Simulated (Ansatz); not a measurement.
All values below come from Ansatz (a first-principles code) with frozen-core CCSD(T)/cc-pVTZ // B3LYP-D3(BJ)/def2-TZVP.

Ansatz 0.2 input:
```yaml
crystal:
  periodic: [false, false, false]
  atoms:
    - { symbol: B, position_ang: [-1.547649, -0.101895, 0.07614] }
    - { symbol: C, position_ang: [-0.081604, 0.3037, -0.161269] }
    - { symbol: C, position_ang: [1.300511, -0.178851, 0.088501] }
    - { symbol: O, position_ang: [-0.358402, 1.357156, -0.736445] }
    - { symbol: H, position_ang: [-2.102124, 0.30198, 1.046254] }
    - { symbol: H, position_ang: [-2.120637, -0.698978, -0.776409] }
    - { symbol: H, position_ang: [1.440731, -0.328299, 1.162481] }
    - { symbol: H, position_ang: [2.039374, 0.52468, -0.294847] }
    - { symbol: H, position_ang: [1.429106, -1.156691, -0.383753] }
basis:
  gaussian: { orbitals: cc-pVTZ }
correlation:
  method: ccsd_t
```

Output:

```
Functional definition: HF
1088 factors; integrals over basis functions are off by at most 1.1e-3 eV
mean field evaluation 1: about -4846.5664 eV, gradient 3.5e1 eV
mean field evaluation 2: about -4846.5673 eV, gradient 3.5e1 eV
mean field evaluation 4: about -4849.5231 eV, gradient 5.5e0 eV
mean field evaluation 8: about -4849.6200 eV, gradient 2.1e-1 eV
mean field evaluation 16: about -4849.6099 eV, gradient 1.4e0 eV
mean field -4849.62046675 eV, -178.2202649621 hartree, gradient 2.6e-6 eV, S^2 0.000000; 0 other end points of the search recorded, 0 dependent functions left out
4 core orbitals not correlated
reference -4849.62046675 eV, -178.2202649621 hartree; 11, 11 occupied and 175, 175 virtual orbitals, 1088 factors
second order -18.14317161 eV of doubles, -0.00000000 eV of singles
cycle   1  -18.25204063 eV  change   -1.1e-1 eV  update   1.2e-1
cycle   2  -18.77998048 eV  change   -5.3e-1 eV  update   4.4e-2
cycle   3  -18.95123602 eV  change   -1.7e-1 eV  update   2.6e-2
cycle   4  -18.93951388 eV  change    1.2e-2 eV  update   8.8e-3
cycle   5  -18.93493833 eV  change    4.6e-3 eV  update   4.8e-3
cycle   6  -18.93750878 eV  change   -2.6e-3 eV  update   1.8e-3
cycle   7  -18.93689311 eV  change    6.2e-4 eV  update   8.4e-4
cycle   8  -18.93683897 eV  change    5.4e-5 eV  update   2.9e-4
cycle   9  -18.93700430 eV  change   -1.7e-4 eV  update   1.1e-4
cycle  10  -18.93696207 eV  change    4.2e-5 eV  update   3.6e-5
cycle  11  -18.93696126 eV  change    8.1e-7 eV  update   1.4e-5
perturbative correction -0.82145855 eV, -0.0301880448 hartree
Total energy: -4869.37888656 eV, -178.9463734974 hartree
```

Cost: about 80 core-seconds (a rough figure).
